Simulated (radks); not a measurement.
Sc I, configuration [Ar] 3d1.5 4s1.5 (fractional occupations, a model configuration). Method: scalar-relativistic Kohn-Sham, PBE, spin-unpolarised, spherical densities, point nucleus; computed with a radial shooting solver on a logarithmic mesh with Libxc functionals.

Unscreened Slater integrals over Kohn-Sham orbitals (eV).

F0(3d,3d): 12.558
F2(3d,3d): 5.3407
F4(3d,3d): 3.2436
F0(3d,4s): 7.6760
G2(3d,4s): 1.7106
F0(3d,3p): 15.677
F2(3d,3p): 6.7909
G1(3d,3p): 8.3528
G3(3d,3p): 4.9328
F0(3d,3s): 16.137
G2(3d,3s): 6.1145
F0(4s,4s): 6.3853
F0(4s,3p): 8.2782
G1(4s,3p): 0.46262
F0(4s,3s): 8.3294
G0(4s,3s): 0.31284
F0(3p,3p): 20.927
F2(3p,3p): 10.476
F0(3p,3s): 21.776
G1(3p,3s): 14.445
F0(3s,3s): 22.733

Derived for the open shells (J is the average intra-shell exchange parameter used in DFT+U). 3d: Racah B = F2/49 - 5 F4/441 = 0.07222 eV, C = 35 F4/441 = 0.2574 eV, C/B = 3.56, F4/F2 = 0.607, J = (F2 + F4)/14 = 0.6132 eV.
